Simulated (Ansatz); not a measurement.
Geometry optimisation, RKS revPBE/def2-SVPD in Ansatz.

Input:

```yaml
crystal:
  periodic: [false, false, false]
  atoms:
    - { symbol: Al, position_ang: [0.127764, 0.734778, 0.419216] }
    - { symbol: Cl, position_ang: [0.053525, -2.225463, -1.502256] }
    - { symbol: "N", position_ang: [-1.360103, -0.026744, 0.804798] }
    - { symbol: H, position_ang: [-0.766616, -1.803674, -0.546661] }
    - { symbol: O, position_ang: [1.406037, 1.509945, -0.33166] }
    - { symbol: H, position_ang: [-1.655037, -0.152962, 1.782571] }
    - { symbol: H, position_ang: [2.19463, 1.964219, -0.626109] }
basis:
  gaussian: { orbitals: def2-SVPD }
hamiltonian:
  xc: revpbe
relax:
  f_tol: 0.03
  max_steps: 50
```

Run as:

```bash
$ ansatz run input.yaml --threads 2 --pin off --max-ram 3072MiB --backend cpu --events-out ev --progress --plain --runs-dir out
```

**Question.** Where does it end, and by what steps?

**Answer.** The forces met the threshold. After 16 steps the energy has fallen by 4.139 eV; H4 moved furthest, 1.59 Å. Parted: Cl2–H4 (1.33 → 3.56 Å). Joined: Al1–Cl2 (3.53 → 2.14 Å), N3–H4 (2.31 → 1.02 Å).

```
step  energy less start (eV)  largest force component (eV/Å)  accepted
   0                  0.0000                           0.226       yes
   1                 -0.1093                           0.665       yes
   2                 -0.2176                           0.925       yes
   3                 -0.4214                           1.083       yes
   4                 -0.8211                           2.458       yes
   5                 -1.6187                           3.422       yes
   6                 -2.5759                           1.534       yes
   7                 -3.1242                           2.291       yes
   8                 -3.4976                           1.064       yes
   9                 -3.7776                           1.211       yes
  10                 -3.9685                           0.597       yes
  11                 -4.1156                           0.262       yes
  12                 -4.0772                           0.760        no
  13                 -4.1367                           0.071       yes
  14                 -4.1375                           0.046       yes
  15                 -4.1383                           0.062       yes
  16                 -4.1385                           0.005       yes
```

```xyz
7
Properties=species:S:1:pos:R:3
Al 0.291 -0.073 -0.317
Cl 0.895 -1.482 -1.804
N -1.104 -0.435 0.726
H -1.658 -1.289 0.671
O 1.132 1.424 -0.099
H -1.455 0.182 1.458
H 1.899 1.672 -0.635
```

The run took 35 s on 2 threads of Intel(R) Xeon(R) Platinum 8488C (Sapphire Rapids) (shared host), peak memory 0.16 GiB.
